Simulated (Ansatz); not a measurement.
`[OH][GeH2][F]` + H₂ → `[F][GeH3]` + H₂O at 400 K and 1 bar (hydrogenolysis of a Ge–O bond).

Gas-phase electronic energies from Ansatz, PBE0-D4/def2-TZVP geometries. CCSD(T)/CBS adds triple-zeta CCSD(T) − MP2 to the extrapolated MP2 energy (def2 sets, frozen cores). This one scheme is used for every species. For Ge outer-core shells are correlated without core-valence functions, which leaves a few kJ/mol of doubt a bond. Scalar relativity is left out up to krypton. Each species was taken in one conformer, which may not be the lowest.

| species | CCSD(T)/CBS energy (Eh) | H − E (kJ/mol) | S (J/(mol·K)) |
| --- | --- | --- | --- |
| `[OH][GeH2][F]` | -2252.93819 | 106.2 | 313.8 |
| H₂ | -1.17544 | 38.0 | 139.0 |
| `[F][GeH3]` | -2177.72589 | 83.9 | 268.6 |
| H₂O | -76.37941 | 69.8 | 198.6 |

H − E and S are ideal-gas, rigid-rotor, harmonic terms from PBE0-D4/def2-TZVP, for one conformer and one mirror image of each species. The MP2-based limit puts H₂ 0.8 mEh under its directly extrapolated value; such offsets cancel only in part. 1 Eh = 2625.50 kJ/mol, R = 8.31446 J/(mol·K).

Problem. By hand: ΔE, ΔH, ΔS and ΔG.

Solution. ΔE = (-2177.72589) + (-76.37941) − (-2252.93819) − (-1.17544) = 0.00833 Eh = 21.9 kJ/mol. Δ(H − E) = 83.9 + 69.8 − 106.2 − 38.0 = 9.5, so ΔH = 31.4 kJ/mol. ΔS = 268.6 + 198.6 − 313.8 − 139.0 = 14.4 J/(mol·K). ΔG = 31.4 − 400 × (14.4)/1000 = 25.6 kJ/mol.

Problem. By hand: the equilibrium constant, and the temperature at which ΔG would vanish if ΔH and ΔS stayed fixed.

Solution. log₁₀ K = −ΔG/(RT ln 10) = -3.3. ΔG = 0 at ΔH/ΔS = 2181 K, though so small a ΔS makes that figure unsure.

The number of gas molecules stays the same, so ΔS is small and ΔH decides. A doubt of 5 kJ/mol in ΔE shifts log₁₀ K by 0.7 here. Other conformers and mirror images would add mixing entropy, several J/(mol·K) or more a flexible species. These are equilibria of isolated gas molecules and say nothing of rates. Largest T1 diagnostic: 0.012 (customary marks: 0.02 for closed shells, 0.045 for open ones).
